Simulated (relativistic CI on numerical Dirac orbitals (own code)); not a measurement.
# W4+: 4f photoemission

Computed with this model: Dirac-Coulomb-Breit CI, separate exchange-only KLI orbitals for each configuration, model QED (radiative potential, 1s self-energy scaled to tabulated hydrogen-like ionisation energies), valence Slater integrals scaled by 0.7, multiplet model of photoemission in the sudden approximation; configurations [Xe] 4f14 5d2 → [Xe] 4f13 5d2; 300 K; Lorentzian 0.25 eV and Gaussian 0.5 eV FWHM. Energies are those of the free ion, without screening or charge transfer. The energies are binding energies and can lie tens of eV above those of solids. S is read from ⟨S²⟩ = S(S + 1).

Field parameters in Wybourne normalisation: Oh B⁴₀ = 21Dq, B⁴₄ = √(5/14) B⁴₀. The field is a parameter set, without covalency.

Computed curve for Oh, 10Dq = 8500 cm⁻¹, scaled to 100 at the maximum (points under 2 are left out and the grid is thinned):

(Energy (eV), Intensity): (83.4, 2.3), (83.6, 3.1), (83.7, 3.8), (83.9, 6.1), (84.0, 8.3), (84.2, 18.4), (84.3, 28.6), (84.5, 61.2), (84.7, 93.4), (84.8, 100.0), (85.0, 88.1), (85.1, 73.2), (85.3, 41.0), (85.4, 28.9), (85.6, 15.5), (85.7, 12.9), (85.9, 11.7), (86.1, 13.4), (86.2, 15.1), (86.4, 21.6), (86.5, 27.5), (86.7, 44.4), (86.8, 53.0), (87.0, 59.7), (87.2, 46.6), (87.3, 37.0), (87.5, 23.0), (87.6, 19.7), (87.8, 17.0), (87.9, 16.3), (88.1, 14.9), (88.2, 14.1), (88.4, 12.2), (88.6, 10.1), (88.7, 9.1), (88.9, 6.9), (89.0, 5.8), (89.2, 3.9), (89.3, 3.2), (89.5, 2.2)

The ground state has S = 0.96, and the centroid lies at 85.93 eV.
